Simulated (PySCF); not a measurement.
W(O)3 cation (O₃W), SMILES [O]=[W](=[O])=[O] (connectivity only; charge and spin as stated), charge +1, multiplicity 2.

Geometry optimised at B3LYP-D3(BJ)/def2-TZVP. The multiplicity is an assumed one; other spin states were not compared. The isomer is the one that the SMILES or the coordinates give; other isomers of the formula were not compared. The def2 effective core potentials stand for the cores of W; spin–orbit coupling is left out.

Level of theory: TDA-B3LYP/def2-SVPD (PySCF).

Vertical excitations. Gas-phase values at a fixed geometry.

```json
[
 {"state": "root 1", "energy (eV)": "0.60", "λ (nm)": "2076", "f": "0.001", "main pairs": "β HOMO−1→LUMO 88 %"},
 {"state": "root 2", "energy (eV)": "1.27", "λ (nm)": "977", "f": "0.001", "main pairs": "β HOMO→LUMO 98 %"},
 {"state": "root 3", "energy (eV)": "1.79", "λ (nm)": "692", "f": "0.000", "main pairs": "β HOMO−2→LUMO 80 %"},
 {"state": "root 4", "energy (eV)": "2.99", "λ (nm)": "415", "f": "0.000", "main pairs": "α HOMO→LUMO 17 %, β HOMO→LUMO+1 79 %"},
 {"state": "root 5", "energy (eV)": "3.17", "λ (nm)": "391", "f": "0.004", "main pairs": "α HOMO−1→LUMO 8 %, β HOMO−1→LUMO+1 87 %"},
 {"state": "root 6", "energy (eV)": "3.21", "λ (nm)": "386", "f": "0.001", "main pairs": "α HOMO→LUMO 12 %, β HOMO−3→LUMO 67 %, β HOMO−2→LUMO 10 %"},
 {"state": "root 7", "energy (eV)": "3.31", "λ (nm)": "375", "f": "0.001", "main pairs": "α HOMO→LUMO 39 %, β HOMO−5→LUMO 35 %, β HOMO→LUMO+1 10 %, β HOMO−2→LUMO 6 %"},
 {"state": "root 8", "energy (eV)": "3.43", "λ (nm)": "361", "f": "0.004", "main pairs": "α HOMO→LUMO 30 %, β HOMO−5→LUMO 35 %, β HOMO−3→LUMO 10 %, β HOMO→LUMO+1 6 %"},
 {"state": "root 9", "energy (eV)": "3.65", "λ (nm)": "340", "f": "0.002", "main pairs": "α HOMO−1→LUMO 19 %, β HOMO−4→LUMO 63 %"},
 {"state": "root 10", "energy (eV)": "3.90", "λ (nm)": "318", "f": "0.000", "main pairs": "α HOMO−1→LUMO 15 %, α HOMO−2→LUMO 10 %, β HOMO−6→LUMO 45 %, β HOMO−2→LUMO+1 25 %"}
]
```
Unrestricted roots are not spin-pure.
